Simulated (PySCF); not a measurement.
ZnHF, SMILES [F][ZnH]. Geometry optimised at PBE0-D3(BJ)/def2-TZVP.

Computed equilibrium geometry at PBE0-D3(BJ)/def2-TZVP (PySCF confirms it by a frequency run) as Cartesian coordinates in Å, and its point group:
point group C∞v.
```xyz
3

Zn     0.0000     0.0000    -0.3560
H      0.0000     0.0000    -1.8629
F      0.0000     0.0000     1.3936
```
Charge 0, spin multiplicity 1.
